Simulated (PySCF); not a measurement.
# Pd: electron affinity

Pd- [Kr] 4d10 5s1 (2S) → Pd [Kr] 4d10 (1S), as a difference of total energies. Calculation: PySCF 2.14, in aug-cc-pwCVTZ-DK; the spin-free X2C one-electron Hamiltonian (Gaussian nucleus). The calculations carry no spin-orbit coupling.

Order these methods by the electron affinity they give, lowest first.
A. M06-2X
B. HSE06
C. UHF
D. wB97X

C (-0.234 eV), D (0.283 eV), A (0.478 eV), B (0.626 eV).

A negative affinity means that the anion lies above the atom at that level of theory.

In the anion the highest occupied orbital energy is positive at HSE06, M06-2X, a self-interaction effect; the basis confines that electron, and the energy difference can still be sensible.

For comparison: 0.562 eV (measured; photodetachment measurements, as compiled on the Wikipedia data page of electron affinities).
